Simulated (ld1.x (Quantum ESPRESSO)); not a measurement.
## u(r) = r·R(r): atom against pseudo-atom (H)

Columns: radius, all-electron u(r) and pseudo u(r) of the 1s shell (level -6.49 eV) of hydrogen in the configuration 1s1; PBE, non-relativistic, PAW scheme, ld1.x (Quantum ESPRESSO) 7.5.

| r (bohr) | all-electron | pseudo |
| --- | --- | --- |
| 0.068 | 0.1219 | 0.0846 |
| 0.135 | 0.2260 | 0.1665 |
| 0.202 | 0.3158 | 0.2454 |
| 0.270 | 0.3938 | 0.3213 |
| 0.338 | 0.4601 | 0.3915 |
| 0.405 | 0.5150 | 0.4544 |
| 0.473 | 0.5615 | 0.5111 |
| 0.540 | 0.5992 | 0.5595 |
| 0.608 | 0.6301 | 0.6008 |
| 0.675 | 0.6543 | 0.6340 |
| 0.742 | 0.6728 | 0.6599 |
| 0.810 | 0.6867 | 0.6794 |
| 0.878 | 0.6960 | 0.6927 |
| 0.945 | 0.7015 | 0.7004 |
| 1.013 | 0.7036 | 0.7037 |
| 1.080 | 0.7028 | 0.7033 |
| 1.148 | 0.6995 | 0.6998 |
| 1.215 | 0.6940 | 0.6941 |
| 1.283 | 0.6865 | 0.6865 |
| 1.350 | 0.6775 | 0.6775 |
| 1.418 | 0.6670 | 0.6670 |
| 1.485 | 0.6555 | 0.6555 |
| 1.553 | 0.6429 | 0.6429 |
| 1.620 | 0.6296 | 0.6296 |
| 1.688 | 0.6155 | 0.6155 |
| 1.755 | 0.6011 | 0.6011 |

Problem. How many radial nodes do the two functions have?

Solution. The all-electron 1s function has n − l − 1 = 0; the pseudo-wave has 0.

Problem. At about which radius was the pseudo-wave matched?

Solution. 1.35 bohr. The columns agree to 0.0005 from 1.15 bohr on; several derivatives are matched, so the curves merge somewhat inside the radius.

Problem. Where does each function peak?

Solution. Outermost all-electron maximum near 1.01 bohr, pseudo maximum near 1.01 bohr (to the table’s step).

Problem. Is the pseudo-wave norm-conserving?

Solution. No, it belongs to a PAW set: the norm inside the radius is not constrained, and the difference is carried by the augmentation charge.
